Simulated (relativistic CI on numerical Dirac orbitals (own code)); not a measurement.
## Crystal-field levels of Ho3+, 4f10

Calculated by Dirac-Coulomb-Breit CI, KLI orbitals optimised for each configuration, QED by a radiative potential, valence Slater integrals scaled by 0.7, one configuration in a parametric crystal field (own radial code).

Field parameters in Wybourne normalisation; cubic f-shell fields have B⁴₄ = √(5/14) B⁴₀ and B⁶₄ = −√(7/2) B⁶₀. The field is a parameter set, without covalency.

S is read from ⟨S²⟩ = S(S + 1).

Levels (cm⁻¹, degeneracy): 0 (3), 1 (2), 52 (3), 87 (3), 318 (1), 342 (3), 352 (2), 5200 (3), 5228 (2), 5247 (3), 5277 (1), 5420 (3).

Question: Which field gives this pattern?
A. Oh, B40 = -2380, B60 = -290 cm⁻¹
B. Oh, B40 = -2100, B60 = -210 cm⁻¹
C. Oh, B40 = 2080, B60 = 360 cm⁻¹

Answer: B. Oh, B40 = -2100, B60 = -210 cm⁻¹, ground level with S = 1.92.
